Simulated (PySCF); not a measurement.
Species: `Cn1cpc(C2CC2)n1`. The columns A, B, C and D hold Mulliken, IAO, Hirshfeld and ESP-fitted charges (e) of one PBE0/pcSseg-1 density (PySCF), in a shuffled order. Coordinates in Å (GFN2-xTB); the density's dipole moment is (-2.31, -0.55, 0.06) D.

| atom | x | y | z | A | B | C | D |
| --- | --- | --- | --- | --- | --- | --- | --- |
| C1 | -3.198 | -0.509 | -0.186 | -0.454 | -0.311 | -0.022 | -0.053 |
| N2 | -1.884 | 0.072 | -0.132 | +0.489 | +0.068 | -0.387 | +0.049 |
| C3 | -1.592 | 1.290 | 0.351 | -0.333 | -0.323 | -0.111 | -0.078 |
| P4 | 0.093 | 1.632 | 0.305 | -0.163 | +0.185 | +0.283 | +0.004 |
| C5 | 0.268 | 0.009 | -0.394 | +0.315 | -0.092 | -0.089 | -0.015 |
| C6 | 1.537 | -0.610 | -0.790 | -0.157 | -0.138 | -0.233 | -0.049 |
| C7 | 2.616 | 0.255 | -1.385 | -0.271 | -0.287 | -0.186 | -0.088 |
| C8 | 2.779 | -0.285 | -0.005 | -0.253 | -0.287 | -0.187 | -0.089 |
| N9 | -0.857 | -0.648 | -0.546 | -0.566 | -0.244 | -0.227 | -0.137 |
| H10 | -3.416 | -1.050 | 0.739 | +0.163 | +0.159 | +0.133 | +0.055 |
| H11 | -3.945 | 0.270 | -0.330 | +0.140 | +0.158 | +0.119 | +0.059 |
| H12 | -3.227 | -1.212 | -1.017 | +0.184 | +0.178 | +0.137 | +0.060 |
| H13 | -2.385 | 1.925 | 0.705 | +0.220 | +0.169 | +0.106 | +0.055 |
| H14 | 1.420 | -1.616 | -1.172 | +0.158 | +0.160 | +0.117 | +0.049 |
| H15 | 3.219 | -0.156 | -2.180 | +0.142 | +0.152 | +0.132 | +0.050 |
| H16 | 2.397 | 1.309 | -1.492 | +0.127 | +0.151 | +0.142 | +0.039 |
| H17 | 3.496 | -1.073 | 0.166 | +0.138 | +0.152 | +0.132 | +0.050 |
| H18 | 2.670 | 0.403 | 0.822 | +0.121 | +0.150 | +0.142 | +0.039 |

Q: Which column most likely holds the ESP-fitted charges?

A: A. Σ q r misses the density's dipole by 0.05 D (A), 0.65 D (D), 1.35 D (B), 3.44 D (C). Charges fitted to the outside potential are the only set here that is tied to the molecule's multipoles.

Q: And the Hirshfeld charges?

A: D. The mean sizes are 0.057 e (D), 0.160 e (C), 0.187 e (B), 0.244 e (A), and Hirshfeld charges are commonly the smallest of these schemes.

As computed, A = ESP-fitted, B = IAO, C = Mulliken, D = Hirshfeld. Hydrogens on carbon: ESP-fitted +0.12 to +0.22, IAO +0.15 to +0.18, Mulliken +0.11 to +0.14, Hirshfeld +0.04 to +0.06 e.

The ESP scheme is a least-squares fit of atom-centred charges to the potential on four shells outside the van der Waals surface, with the total charge fixed. The IAO scheme counts the electrons in orthogonalised intrinsic atomic orbitals, a minimal basis polarised so that it spans the occupied orbitals exactly.

Isolated species at its GFN2-xTB geometry (one conformer only). GFN2-xTB frequencies show an imaginary mode (30i cm⁻¹), so this geometry is no minimum at that level.

Conformer computed: `[CH3:1][n:2]1[cH:3][p:4][c:5]([CH:6]2[CH2:7][CH2:8]2)[n:9]1`: P4–C5–C6–C7 -36°.
